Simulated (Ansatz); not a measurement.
Stepwise reaction of `[Cl][SnH3]` with hydrogen chloride, as a gas-phase model of exchange steps in deposition or etching. ΔE in kJ/mol.

Program: Ansatz. Geometries: PBE0-D4/def2-TZVP. ΔE: electronic, gas phase. CBS: MP2 limit from def2 TZ/QZ plus the TZ coupled-cluster correction, frozen cores. This one scheme is used for every species. Functionals use def2-TZVPP. B3LYP here is the variant with VWN-RPA as its local correlation; programs differ in this. Elements past krypton have def2 core potentials. For Sn outer-core shells are correlated without core-valence functions, which leaves a few kJ/mol of doubt a bond.

| step | reaction | PBE-D4 | B3LYP-D4 | ωB97M-V | CCSD(T)/CBS |
| --- | --- | --- | --- | --- | --- |
| 1 | `[Cl][SnH3]` + HCl → `[Cl][SnH2][Cl]` + H₂ | -71.6 | -72.5 | -69.4 | -74.1 |
| 2 | `[Cl][SnH2][Cl]` + HCl → `[Cl][SnH]([Cl])[Cl]` + H₂ | -66.8 | -67.4 | -64.0 | -68.4 |
| 3 | `[Cl][SnH]([Cl])[Cl]` + HCl → `[Cl][Sn]([Cl])([Cl])[Cl]` + H₂ | -57.9 | -58.9 | -54.9 | -58.9 |

By hand: ΔE of the 3 steps together at CCSD(T)/CBS.

(-74.1) + (-68.4) + (-58.9) = -201.4 kJ/mol, or -67.1 kJ/mol a step.

In ΔE each step is higher than the one before. All are downhill at CCSD(T)/CBS. PBE-D4 differs from CCSD(T)/CBS by 1.0 to 2.5 kJ/mol a step. Isolated molecules leave out the surface, adducts and barriers. Largest T1 diagnostic: 0.012.
